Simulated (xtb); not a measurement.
Input for xtb: GFN1-xTB on CH4O2 (a complex), monomers drawn apart or pushed together.

```
$ xtb mol.xyz --gfn 1 --sp --chrg 0 --uhf 0
7

H      0.01501223     0.41293252    -0.44022360
H     -0.07755115    -0.19628376    -0.01959170
O     -0.10845970    -1.22546898     3.58236614
C      0.10037316    -0.21912080     4.19749643
O      0.29649120     0.99283553     3.65509310
H      0.16035924    -0.14955667     5.29113030
H      0.23770063     0.89891940     2.68889671
```

The log:

```
[...]
           -------------------------------------------------
          |                Calculation Setup                |
           -------------------------------------------------



molecular fragmentation (1/2 indicates fragments):
1122222
# atoms in fragment 1/2:     2     5
 fragment masses (1/2) :        2.02       46.03
CMA distance (Bohr)    :   7.606
constraining FC (au)   :  0.0500

           -------------------------------------------------
          |                 G F N 1 - x T B                 |
           -------------------------------------------------

        Reference                      10.1021/acs.jctc.7b00118
      * Hamiltonian:
        H0-scaling (s, p, d)           1.850000    2.250000    2.000000
        zeta-weighting                 0.000000
      * Dispersion:
        s8                             2.400000
        a1                             0.630000
        a2                             5.000000
        s9                             0.000000
      * Repulsion:
        kExp                           1.500000
        rExp                           1.000000
      * Coulomb:
        alpha                          2.000000
        third order                    atomic
        anisotropic                    false
      * Halogen bond correction:
        rad-scale                      1.300000
        damping                        0.440000


          ...................................................
          :                      SETUP                      :
          :.................................................:
          :  # basis functions                  20          :
          :  # atomic orbitals                  20          :
          :  # shells                           14          :
          :  # electrons                        20          :
          :  # halogen bonds                     0          :
          :  max. iterations                   250          :
          :  Hamiltonian                  GFN1-xTB          :
          :  restarted?                      false          :
          :  GBSA solvation                  false          :
          :  PC potential                    false          :
          :  electronic temp.          300.0000000     K    :
          :  accuracy                    1.0000000          :
          :  -> integral cutoff          0.2500000E+02      :
          :  -> integral neglect         0.1000000E-07      :
          :  -> SCF convergence          0.1000000E-05 Eh   :
          :  -> wf. convergence          0.2000000E-04 e    :
          :  Broyden damping             0.4000000          :
          :  net charge                          0          :
          :  unpaired electrons                  0          :
          ...................................................

 iter      E             dE          RMSdq      gap      omega  full diag
   1    -13.6286325 -0.136286E+02  0.623E+00    7.24       0.0  T
   2    -13.7305510 -0.101919E+00  0.350E+00    5.43       1.0  T
   3    -13.7336409 -0.308985E-02  0.181E+00    5.86       1.0  T
   4    -13.7345582 -0.917273E-03  0.215E-01    5.61       1.0  T
   5    -13.7348664 -0.308267E-03  0.304E-02    5.70       1.2  T
   6    -13.7348728 -0.633151E-05  0.196E-03    5.69      19.3  T
   7    -13.7348728  0.269064E-08  0.153E-03    5.69      24.8  T
   8    -13.7348728 -0.149865E-07  0.115E-04    5.69     327.6  T
   9    -13.7348728  0.175129E-09  0.163E-04    5.69     232.0  T

   *** convergence criteria satisfied after 9 iterations ***

         #    Occupation            Energy/Eh            Energy/eV
      -------------------------------------------------------------
         1        2.0000           -0.8457107             -23.0130
       ...           ...                  ...                  ...
         4        2.0000           -0.6544137             -17.8075
         5        2.0000           -0.6390574             -17.3896
         6        2.0000           -0.6351869             -17.2843
         7        2.0000           -0.5645911             -15.3633
         8        2.0000           -0.5493091             -14.9475
         9        2.0000           -0.5342764             -14.5384
        10        2.0000           -0.4897414             -13.3265 (HOMO)
        11                         -0.2805344              -7.6337 (LUMO)
        12                         -0.1484544              -4.0397
        13                         -0.1302387              -3.5440
        14                         -0.0886339              -2.4119
        15                         -0.0789304              -2.1478
       ...                                ...                  ...
        20                          0.7085760              19.2813
      -------------------------------------------------------------
                  HL-Gap            0.2092069 Eh            5.6928 eV
             Fermi-level           -0.3851379 Eh          -10.4801 eV

 SCC (total)                   0 d,  0 h,  0 min,  0.002 sec
 SCC setup                      ...        0 min,  0.000 sec (  2.829%)
 Dispersion                     ...        0 min,  0.000 sec (  1.178%)
 classical contributions        ...        0 min,  0.000 sec (  0.681%)
 integral evaluation            ...        0 min,  0.001 sec ( 22.343%)
 iterations                     ...        0 min,  0.001 sec ( 31.631%)
 molecular gradient             ...        0 min,  0.001 sec ( 38.487%)
 printout                       ...        0 min,  0.000 sec (  2.661%)

         :::::::::::::::::::::::::::::::::::::::::::::::::::::
         ::                     SUMMARY                     ::
         :::::::::::::::::::::::::::::::::::::::::::::::::::::
         :: total energy             -13.624699813650 Eh    ::
         :: gradient norm              0.033744349559 Eh/a0 ::
         :: HOMO-LUMO gap              5.692810869735 eV    ::
         ::.................................................::
         :: SCC energy               -13.734872773072 Eh    ::
         :: -> electrostatic           0.084501681867 Eh    ::
         :: repulsion energy           0.111133779960 Eh    ::
         :: dispersion energy         -0.000960820537 Eh    ::
         :: halogen bond corr.         0.000000000000 Eh    ::
         :: add. restraining           0.000000000000 Eh    ::
         :: total charge              -0.000000000000 e     ::
         :::::::::::::::::::::::::::::::::::::::::::::::::::::

           -------------------------------------------------
          |                Property Printout                |
           -------------------------------------------------

    * Orbital Energies and Occupations

         #    Occupation            Energy/Eh            Energy/eV
      -------------------------------------------------------------
         1        2.0000           -0.8457107             -23.0130
         2        2.0000           -0.8150526             -22.1787
         3        2.0000           -0.7160322             -19.4842
         4        2.0000           -0.6544137             -17.8075
         5        2.0000           -0.6390574             -17.3896
         6        2.0000           -0.6351869             -17.2843
         7        2.0000           -0.5645911             -15.3633
         8        2.0000           -0.5493091             -14.9475
         9        2.0000           -0.5342764             -14.5384
        10        2.0000           -0.4897414             -13.3265 (HOMO)
        11                         -0.2805344              -7.6337 (LUMO)
        12                         -0.1484544              -4.0397
        13                         -0.1302387              -3.5440
        14                         -0.0886339              -2.4119
Note: The following floating-point exceptions are signalling: IEEE_DENORMAL
normal termination of xtb
        15                         -0.0789304              -2.1478
        16                          0.1855032               5.0478
        17                          0.2532243               6.8906
        18                          0.2633754               7.1668
        19                          0.3316611               9.0250
        20                          0.7085760              19.2813
      -------------------------------------------------------------
                  HL-Gap            0.2092069 Eh            5.6928 eV
             Fermi-level           -0.3851379 Eh          -10.4801 eV

  Mulliken/CM5 charges         n(s)   n(p)   n(d)
     1H    -0.00249 -0.00238   1.002  0.000  0.000
     2H     0.00382  0.00413   0.996  0.000  0.000
     3O    -0.50463 -0.55975   1.718  4.787  0.000
     4C     0.58030  0.59063   0.967  2.453  0.000
     5O    -0.49850 -0.69977   1.699  4.799  0.000
     6H     0.04153  0.11282   0.958  0.000  0.000
     7H     0.37997  0.55432   0.620  0.000  0.000

Wiberg/Mayer (AO) data.
largest (>0.10) Wiberg bond orders for each atom

 ---------------------------------------------------------------------------
     #   Z sym  total        # sym  WBO       # sym  WBO       # sym  WBO
 ---------------------------------------------------------------------------
     1   1 H    1.000 --     2 H    0.998
     2   1 H    1.000 --     1 H    0.998
     3   8 O    1.986 --     4 C    1.771     5 O    0.148
     4   6 C    3.827 --     3 O    1.771     5 O    1.122     6 H    0.936
     5   8 O    2.121 --     4 C    1.122     7 H    0.839     3 O    0.148
     6   1 H    1.009 --     4 C    0.936
     7   1 H    0.875 --     5 O    0.839
 ---------------------------------------------------------------------------

Topologies differ in total number of bonds
Writing topology from bond orders to xtbtopo.mol

 dipole moment from electron density (au)
     X       Y       Z
   0.1348   0.7461  -0.0064  total (Debye):    1.927


           -------------------------------------------------
          | TOTAL ENERGY              -13.624699813650 Eh   |
          | GRADIENT NORM               0.033744349559 Eh/α |
          | HOMO-LUMO GAP               5.692810869735 eV   |
           -------------------------------------------------

------------------------------------------------------------------------
------------------------------------------------------------------------
 total:
 SCF:
```

The run finished.

Cost: very roughly 0.020 core-seconds.
